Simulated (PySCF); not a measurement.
Calculation: PySCF with PBE-D3(BJ)/def2-TZVP // r2SCAN-D4/def2-SVP. All species are isolated molecules in the gas phase. One relaxed conformer stands for a flexible species; it need not be the lowest. 

Reference species: [Sc(Cl)(OH)2] (neutral, multiplicity 1).

- charge on the central atom (Mulliken): 1.24 e
- HOMO: -6.90 eV
- charge on the central atom (meta-Löwdin): 1.23 e
- coordination number: 3

Changed species: [Sc(Cl)3] (0 of 3 Cl replaced by OH; the reference has 2 of 3 Cl replaced by OH).

Task: Give the shifts of the charge on the central atom (Mulliken), HOMO, charge on the central atom (meta-Löwdin) and coordination number.

Result: the charge on the central atom (Mulliken) falls by 0.20 e, to 1.04 e; the HOMO falls by 0.98 eV, to -7.88 eV; the charge on the central atom (meta-Löwdin) falls by 0.08 e, to 1.15 e; the coordination number is nearly the same.
